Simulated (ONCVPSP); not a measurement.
## Pseudopotential generation for copper (Cu): ONCV, Wu-Cohen, scalar-relativistic.

```json
{
 "Element": "Cu",
 "Generator": "ONCVPSP 4.0.1",
 "Type": "optimised norm-conserving Vanderbilt (ONCV)",
 "Functional": "Wu-Cohen",
 "Relativity": "scalar-relativistic",
 "Frozen core": "[Ne]",
 "Valence charge": "19",
 "Reference configuration": "3s2 3p6 3d10 (charge +1)",
 "Partial waves": "3s: rc 1.05 bohr, ncon 3, nbas 7, qcut 10.4 1/bohr, 2 projectors, debl 1.5 Ha; 3p: rc 0.95 bohr, ncon 3, nbas 8, qcut 16.3 1/bohr, 2 projectors, debl 3.7 Ha; 3d: rc 0.75 bohr, ncon 3, nbas 6, qcut 10.8 1/bohr, 2 projectors, debl 3.5 Ha",
 "Local potential": "polynomial inside 0.60 bohr (lpopt 2, dvloc0 4 Ha)",
 "Core correction": "none"
}
```

In the s channel the program set the typed energies aside and used -4.522, 0.250 Ha.

All-electron outer shells of the reference configuration (Wu-Cohen, scalar-relativistic, ld1.x):

```
shell  level (eV)  outermost node (bohr)  outermost maximum (bohr)
   3s     -123.06                   0.29                      0.61
   3p      -80.68                   0.26                      0.62
   3d      -13.66                      –                      0.60
```

Task: Does the generator finish with these settings?

Result: Yes, a potential is produced and its reference levels are reproduced.

Task: Does the potential have ghost states?

Result: No bound ghost flagged; no localised positive-energy state flagged.

Task: Tests: 3s2 3p6 3d10 4s1; 3s2 3p6 3d9; 3s2 3p6 3d8; 3s2 3p6 3d9 4s1. Which has the largest error in its energy relative to the reference configuration, and how large is it?

Result: 3s2 3p6 3d8, with -66 meV (all-electron minus pseudo) on +60.37 eV.
